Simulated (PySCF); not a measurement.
FOSi, multiplicity 2. Atoms are numbered in the order given.

```xyz
3

Si     0.3790     0.0736     0.0000
O     -0.3441     1.4101     0.0000
F     -0.2836    -1.3679     0.0000
```
Charge 0, spin multiplicity 2.

Coordinates come from a PBE0-D3(BJ)/def2-TZVP optimisation.

Computed with SMD-PBE0/def2-SVP run with PySCF.

Solvation free energies are E(SMD) − E(gas) at the gas-phase geometry, for 1 M in both phases. In vacuum the dipole moment is 2.45 D.

Question: Estimate the solvation free energies in water, N,N-dimethylformamide, acetone. (Estimate from the structure and the level; the computed values follow.)

Answer: 
```json
[
 {"solvent": "water", "ΔG(solv) (kcal/mol)": "-5.8", "its non-electrostatic (CDS) part": "0.8", "dipole (D)": "3.39"},
 {"solvent": "N,N-dimethylformamide", "ΔG(solv) (kcal/mol)": "-4.8", "its non-electrostatic (CDS) part": "-1.0", "dipole (D)": "2.95"},
 {"solvent": "acetone", "ΔG(solv) (kcal/mol)": "-4.8", "its non-electrostatic (CDS) part": "-1.0", "dipole (D)": "2.95"}
]
```
